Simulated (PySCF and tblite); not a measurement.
C5H3NOS, numbered as in [N:1]#[C:2][c:3]1[cH:4][c:5]([SH:6])[cH:7][o:8]1.

Free energies: PBE0-D3(BJ)/pcSseg-1 on GFN2-xTB structures plus GFN2-xTB thermal terms, symmetry and mirror images included. Conformers within 2.5 kcal/mol (GFN2-xTB free energy) were kept, 5 at most. GIAO shieldings: PBE0/pcSseg-1. Shifts are against TMS (¹H), TMS (¹³C), NH3 (¹⁵N) at the same level. Programs: PySCF with density fitting and tblite.

Torsions listed: C4–C5–S6–H6.

```
conformer  shape  symmetry  E(GFN2) kcal/mol  E(DFT) kcal/mol
        1   180°        Cs              0.22             0.00
        2     0°        Cs              0.00             0.20
```

Question: How much do the weights at 298.15 K and the averaged shift of C4 depend on how the conformers are weighted?

Answer: 
| weighting | 1 (%) | 2 (%) | δ (ppm) | rms dipole (D) |
| --- | --- | --- | --- | --- |
| DFT energy with thermal terms, symmetry and mirror images (full scheme) | 57 | 43 | 131.7 | 4.29 |
| DFT energy with symmetry and mirror images | 59 | 41 | 131.7 | 4.30 |
| bare DFT energy | 59 | 41 | 131.7 | 4.30 |
| GFN2-xTB energy with symmetry and mirror images | 41 | 59 | 132.0 | 4.17 |
| GFN2-xTB free energy | 39 | 61 | 132.1 | 4.16 |
| leading conformer alone | 100 | 0 | 130.7 | 4.61 |
| equal weights | 50 | 50 | 131.8 | 4.24 |

The largest departure from the full scheme, 0.9 ppm, comes with: leading conformer alone.

The minima are those of GFN2-xTB; planar forms about aryl–S or allylic bonds may be saddles in DFT. Other tautomers (keto or thione forms) aren't considered and may dominate.


¹⁵N shifts are against a computed isolated NH3 molecule, about 20 ppm from the liquid.